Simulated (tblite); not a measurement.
Species: C₇H₁₃NSi.
Numbering: `[CH3:1][C:2]#[C:3][C@H:4]1[CH2:5][CH2:6][N:7]([SiH3:8])[CH2:9]1` (hydrogens: H10, H11, H12 on C1; H13 on C4; H14, H15 on C5; H16, H17 on C6; H18, H19, H20 on Si8; H21, H22 on C9)

Computed geometry: GFN2-xTB, gas phase.

(1) Give the optimised bond lengths and angles.

Answers

(1) 
```tsv
bond	length (pm)	order
C1–C2	144.8	single
C2≡C3	119.9	triple
C3–C4	145.0	single
C4–C5	154.5	single
C5–C6	152.8	single
C6–N7	144.2	single
N7–Si8	171.0	single
N7–C9	144.2	single
C4–C9	155.0	single
C1–H10, C1–H11, C1–H12	109.0	single
C4–H13	109.4	single
C5–H14	108.9	single
C5–H15	109.0	single
C6–H16	109.0	single
C6–H17	110.1	single
Si8–H18	147.4	single
Si8–H19, Si8–H20	146.3	single
C9–H21	110.0	single
C9–H22	109.1	single
```

Bonds in one row agree within 1 pm and their mean is given. Orders are formal, as drawn. A selection of angles:
```tsv
angle	degrees
C2–C1–H10	110.1
H10–C1–H11	108.9
C1–C2–C3	179.2
C2–C3–C4	178.2
C3–C4–C5	111.8
C3–C4–C9	111.3
C3–C4–H13	108.6
C5–C4–C9	104.1
C5–C4–H13	110.4
C9–C4–H13	110.6
C4–C5–C6	103.3
C4–C5–H14	112.0
C4–C5–H15	110.1
C6–C5–H14	112.5
C6–C5–H15	109.8
H14–C5–H15	108.9
C5–C6–N7	103.2
C5–C6–H16	113.3
C5–C6–H17	109.9
N7–C6–H16	110.5
N7–C6–H17	111.3
H16–C6–H17	108.6
C6–N7–Si8	125.5
C6–N7–C9	106.5
Si8–N7–C9	124.6
N7–Si8–H18	115.4
N7–Si8–H19	105.4
H18–Si8–H19	108.8
H19–Si8–H20	113.2
N7–C9–H21	111.5
N7–C9–H22	110.1
C4–C9–N7	105.5
C4–C9–H21	109.2
C4–C9–H22	112.6
H21–C9–H22	108.1
```

Torsions: C3–C4–C5–C6 105° (anticlinal); C4–C5–C6–N7 35° (synclinal); C5–C6–N7–Si8 157° (antiperiplanar); C6–N7–C9–C4 33° (synclinal); C3–C4–C9–N7 -130° (anticlinal).

The 5-membered ring C4–C5–C6–N7–C9 has internal angles of 103.2° to 106.5° (sum 523°, against 540° for a flat polygon); it is puckered, 0.17 Å rms from its mean plane, widest ring torsion 43°. Si8 (SiH3 silicon) is distorted tetrahedral (angles from 105.0° to 115.4°). The 6 C–C bonds span 1.199 Å (C2≡C3, drawn triple) to 1.550 Å (C4–C9, drawn single), a spread of 0.351 Å. N7 (silicon-bound nitrogen) is almost planar (angles 125.5°, 124.6° and 106.5°, sum 356.5°, 0.16 Å off the plane of its three neighbours).

Point group: C1 (no symmetry element, even within 0.4 Å). Its lowest GFN2-xTB frequency is 11 cm⁻¹, too small to tell a flat minimum from a shallow saddle. One conformer, not necessarily the lowest. 2 starts were optimised and ended at 0.00 and 0.21 kcal/mol (GFN2-xTB); the lowest of these is shown.
